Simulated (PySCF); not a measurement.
A structure optimised at PBE-D3(BJ)/def2-SVP, used in a PySCF frequency run:

```xyz
13

C      0.2584    -2.9681     0.0000
C     -0.2678    -1.8630     0.0000
C     -0.8317    -0.5245     0.0000
Si     0.5289     0.8270     0.0000
C     -0.2651     2.5419     0.0000
H      0.7108    -3.9491     0.0000
H     -1.4788    -0.3659    -0.8912
H     -1.4788    -0.3659     0.8912
H      1.3845     0.6390     1.2230
H      1.3845     0.6390    -1.2230
H     -0.8997     2.6864     0.8980
H      0.5101     3.3346     0.0000
H     -0.8997     2.6864    -0.8980
```
Charge 0, spin multiplicity 1.

Problem. Write its SMILES, formula and point group.

Solution. C#CC[SiH2]C, C4H8Si, Cs

Problem. What are its rotational constants (standard atomic weights)?

Solution. 14.218, 1.7065, 1.5832 GHz
